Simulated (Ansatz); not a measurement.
Gas-phase electronic energies from Ansatz, PBE0-D4/def2-TZVP geometries. CBS: MP2 limit from def2 TZ/QZ plus the TZ coupled-cluster correction, frozen cores. def2 core potentials past Kr. For Sn outer-core shells are correlated without core-valence functions, which leaves a few kJ/mol of doubt a bond. One conformer a species, not always the lowest.

Consider the redistribution: `CNBCN` + `C[CH2][SnH2][SiH3]` → `CCBCN` + `C[NH][SnH2][SiH3]`.

`CNBCN`:

Cartesian coordinates in Å:
```
C -0.089 -0.957 2.253
N -0.339 -0.709 0.854
B 0.377 0.135 0.016
C 0.030 0.235 -1.520
N 0.333 1.544 -2.090
H 0.748 -0.339 2.578
H -0.959 -0.708 2.869
H 0.169 -2.005 2.440
H -1.113 -1.236 0.476
H 1.280 0.768 0.491
H 0.677 -0.503 -2.018
H -1.002 -0.108 -1.711
H -0.147 2.277 -1.584
H 0.032 1.605 -3.054
```

`C[CH2][SnH2][SiH3]`:

```xyz
14

C     1.004   -0.999   -1.408
C     0.542   -1.430   -0.025
Sn    0.197    0.231    1.307
Si   -1.575    1.810    0.333
H     1.937   -0.431   -1.365
H     0.263   -0.365   -1.904
H     1.178   -1.862   -2.058
H    -0.388   -2.000   -0.079
H     1.283   -2.075    0.455
H    -0.300   -0.343    2.843
H     1.673    1.078    1.517
H    -2.869    1.094    0.167
H    -1.148    2.308   -1.003
H    -1.796    2.983    1.220
```

`CCBCN`:

```xyz
15

C     0.316    1.994    0.199
C    -0.864    1.177   -0.309
B    -0.763   -0.380   -0.294
C     0.497   -1.146    0.202
N     0.346   -2.579    0.376
H     1.221    1.791   -0.379
H     0.543    1.763    1.243
H     0.125    3.068    0.138
H    -1.132    1.475   -1.333
H    -1.776    1.423    0.258
H    -1.693   -1.007   -0.734
H     1.274   -0.852   -0.539
H     0.855   -0.694    1.137
H    -0.185   -2.981   -0.384
H     1.237   -3.055    0.418
```

`C[NH][SnH2][SiH3]`:

```xyz
13

C    -0.668    1.944   -0.120
N     0.683    1.437   -0.278
Sn    0.912   -0.514   -0.810
Si   -0.291   -2.122    0.806
H    -0.651    3.031    0.015
H    -1.242    1.750   -1.031
H    -1.235    1.516    0.721
H     1.256    1.682    0.519
H     2.599   -0.783   -0.847
H     0.246   -0.619   -2.382
H    -1.734   -1.771    0.896
H     0.302   -2.019    2.167
H    -0.176   -3.531    0.343
```

| species | CCSD(T)/CBS(def2) energy (Eh) |
| --- | --- |
| `CNBCN` | -215.75013 |
| `C[CH2][SnH2][SiH3]` | -585.21270 |
| `CCBCN` | -199.66219 |
| `C[NH][SnH2][SiH3]` | -601.25035 |

(1) Work out ΔE.

Largest T1 diagnostic among the species: 0.013.

Answers

(1) ΔE = (-199.66219) + (-601.25035) − (-215.75013) − (-585.21270) = 0.05029 Eh = +132.0 kJ/mol.

In def2-TZVPP, CCSD(T) changes the Hartree–Fock value by +9.0 kJ/mol (the triples alone add +1.1 kJ/mol) and MP2 by +10.8 kJ/mol.
